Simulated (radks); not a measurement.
Q: Species: Ag3+. Configuration: [Kr] 4d8 (the NIST ground configuration). Method: Dirac Kohn-Sham, LDA (Slater exchange, Perdew-Wang correlation), spin-unpolarised, spherical densities, point nucleus; open shells are shared between the two j in proportion to 2j + 1; speed of light set to 116.481 atomic units (0.85 times the physical value, a model run); computed with a radial shooting solver on a logarithmic mesh with Libxc functionals. Some entries of the table are withheld. Estimate them.

| orbital | occ. | eigenvalue (hartree) | <r^2> (bohr^2) | r(max) (bohr) |
|---|---|---|---|---|
| 1s1/2 | 2 | -942.7143 | 0.001273 | 0.01966 |
| 2s1/2 | 2 | (1) | 0.02075 | 0.1122 |
| 2p1/2 | 2 | (2) | 0.01542 | 0.08612 |
| 2p3/2 | 4 | (3) | 0.01726 | 0.09211 |
| 3s1/2 | 2 | -27.10368 | (4) | 0.3285 |
| 3p1/2 | 2 | -23.19173 | 0.1469 | 0.3146 |
| 3p3/2 | 4 | -21.56807 | 0.1596 | 0.3286 |
| 3d3/2 | 4 | -14.74100 | 0.1406 | 0.2710 |
| 3d5/2 | 6 | -14.42455 | 0.1444 | 0.2750 |
| 4s1/2 | 2 | (5) | 0.9044 | (6) |
| 4p1/2 | 2 | -3.78139 | 1.040 | 0.8446 |
| 4p3/2 | 4 | -3.50312 | 1.133 | 0.8794 |
| 4d3/2 | 3.2 | -1.62877 | 1.828 | 1.006 |
| 4d5/2 | 4.8 | -1.59461 | 1.884 | 1.020 |
| 5s1/2 | 0 | -1.18521 | 5.815 | 2.056 |
| 5p1/2 | 0 | -0.90530 | 7.651 | 2.335 |
| 5p3/2 | 0 | -0.86957 | 8.190 | 2.425 |

A: 
(1) 2s1/2 eigenvalue (hartree): -141.2075
(2) 2p1/2 eigenvalue (hartree): -131.3274
(3) 2p3/2 eigenvalue (hartree): -122.1583
(4) 3s1/2 <r^2> (bohr^2): 0.1516
(5) 4s1/2 eigenvalue (hartree): -5.02696
(6) 4s1/2 r(max) (bohr): 0.8098
